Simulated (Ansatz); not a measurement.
One change: `S[S][GeH3]` becomes `[SiH3][S][GeH3]`.

Ansatz, PBE0-D4/def2-TZVP geometries, multiplicity 1. Each molecule was computed in one conformer, which needn't be the lowest.

Scalar relativity is left out up to krypton.

```csv
property,`S[S][GeH3]`
HOMO–LUMO gap (PBE/def2-TZVPP) / eV,3.99
HOMO energy (PBE/def2-TZVPP) / eV,-5.99
HOMO–LUMO gap (B3LYP/def2-TZVPP) / eV,5.69
size of the dipole moment (ωB97M-V/def2-TZVPP) / D,1.50
LUMO energy (B3LYP/def2-TZVPP) / eV,-1.24
HOMO energy (ωB97M-V/def2-TZVPP) / eV,-9.27
```

**Question.** What does the change do to each property? (Estimate.)

**Answer.** The calculation gave: 
```
                                          property  `[SiH3][S][GeH3]`  shift
               HOMO–LUMO gap (PBE/def2-TZVPP) / eV               5.06   1.07
                 HOMO energy (PBE/def2-TZVPP) / eV              -6.19  -0.20
             HOMO–LUMO gap (B3LYP/def2-TZVPP) / eV               6.66   0.97
size of the dipole moment (ωB97M-V/def2-TZVPP) / D               1.16  -0.34
               LUMO energy (B3LYP/def2-TZVPP) / eV              -0.48   0.76
             HOMO energy (ωB97M-V/def2-TZVPP) / eV              -9.53  -0.26
```

With PBE0 the HOMO falls by 0.22 eV and the LUMO rises by 0.76 eV, so the gap widens by about 0.98 eV. PBE moves the HOMO by -0.20 eV and ωB97M-V by -0.26 eV. The zero-point energy changes by 41.6 kJ/mol with +6 modes. Dipoles are sizes alone; their direction can turn.

B3LYP here is the variant with VWN-RPA as its local correlation; programs differ in this.
